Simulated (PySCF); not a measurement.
## Ge(OH)₂ → GeH₂ + O₂

Level: PBE0 in the def2-TZVP basis family, all electrons, no relativity, computed in PySCF with density fitting; open shells unrestricted.

```json
{"species": "Ge(OH)₂", "state and structure": "singlet, C2v, Ge–O 1.790 Å (×2), O–H 0.961 Å (×2); Ge–O–H 118.8° (×2), O–Ge–O 102.4°", "E (Eh)": "-2228.35173", "ZPE (kJ/mol)": "69.4", "H(298 K) − H(0) (kJ/mol)": "14.1", "S° (J/(mol K))": "282.0"}
{"species": "GeH₂", "state and structure": "singlet, C2v, Ge–H 1.594 Å (×2); H–Ge–H 90.6°", "E (Eh)": "-2077.87561", "ZPE (kJ/mol)": "28.7", "H(298 K) − H(0) (kJ/mol)": "10.0", "S° (J/(mol K))": "220.6"}
{"species": "O₂", "state and structure": "triplet, D∞h, O–O 1.193 Å", "E (Eh)": "-150.23561", "ZPE (kJ/mol)": "10.3", "H(298 K) − H(0) (kJ/mol)": "8.7", "S° (J/(mol K))": "204.9"}
```

Question: What is the electronic reaction energy?

Answer: At PBE0/def2-TZVP, ΔE = 631.5 kJ/mol from the differences of the total energies times 2625.5, uphill. 

Question: Add zero-point, thermal and entropy terms for 298.15 K and 1 bar.

Answer: ΔZPE = -30.4 and Δ[H(298) − H(0)] = 4.6 kJ/mol give ΔH° = 605.7 kJ/mol. ΔS° = 143.5 J/(mol K), so ΔG° = 605.7 − 298.15 × (0.1435) = 563 kJ/mol.

Each species is the lowest minimum found with this bonding; other isomers or fragments can lie lower.
